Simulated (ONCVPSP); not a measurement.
## F ONCV: all-electron and pseudo phase curves

```json
{
 "Element": "fluorine (F)",
 "Generator": "ONCVPSP 4.0.1",
 "Type": "optimised norm-conserving Vanderbilt (ONCV)",
 "Functional": "LDA (Perdew-Zunger)",
 "Relativity": "scalar-relativistic",
 "Frozen core": "[He]",
 "Valence charge": "7",
 "Reference configuration": "2s2 2p5",
 "Partial waves": "2s: rc 0.75 bohr, ncon 4, nbas 7, qcut 8.1 1/bohr, 2 projectors, debl 3 Ha; 2p: rc 0.85 bohr, ncon 5, nbas 8, qcut 11 1/bohr, 2 projectors, debl 3.1 Ha",
 "Local potential": "polynomial inside 0.45 bohr (lpopt 5, dvloc0 0 Ha)",
 "Core correction": "none"
}
```

The phase is arctan(r·R′/R) of the radial function R(r), unwrapped; energies in Ha, scanned from -3 to 5 Ha. A pole is an energy at which the radial function vanishes at the test radius. The pseudo phase is shifted by a multiple of π to meet the all-electron one at the reference energy, and phase errors are pseudo minus all-electron; the curves can meet again beyond the range given. Levels narrower than the energy grid can be missing from the lists of poles.

Problem. For each channel, where are the poles, and over which energies does the pseudopotential scatter like the atom?

Solution.

```json
{"channel": "s", "radius (bohr)": "0.76", "reference energy (Ha)": "-1.09", "poles, all-electron": "none", "poles, pseudo": "none", "unbroken range about the reference energy with phases within 0.05 rad": "the whole range", "phase error 1 Ha above the reference energy (rad)": "-0.000"}
{"channel": "p", "radius (bohr)": "0.86", "reference energy (Ha)": "-0.42", "poles, all-electron": "3.68", "poles, pseudo": "3.68", "unbroken range about the reference energy with phases within 0.05 rad": "the whole range", "phase error 1 Ha above the reference energy (rad)": "-0.000"}
```

Phases in the p channel:

| E (Ha) | all-electron | pseudo |
| --- | --- | --- |
| -2.98 | 0.378 | 0.378 |
| -2.54 | 0.179 | 0.179 |
| -2.10 | -0.056 | -0.056 |
| -1.66 | -0.310 | -0.310 |
| -1.22 | -0.554 | -0.554 |
| -0.78 | -0.765 | -0.765 |
| -0.34 | -0.936 | -0.936 |
| 0.10 | -1.072 | -1.072 |
| 0.54 | -1.179 | -1.179 |
| 0.98 | -1.265 | -1.265 |
| 1.42 | -1.336 | -1.336 |
| 1.86 | -1.395 | -1.395 |
| 2.30 | -1.446 | -1.446 |
| 2.74 | -1.490 | -1.490 |
| 3.18 | -1.530 | -1.530 |
| 3.62 | -1.566 | -1.566 |
| 4.06 | -1.600 | -1.600 |
| 4.50 | -1.633 | -1.633 |
| 4.94 | -1.665 | -1.665 |
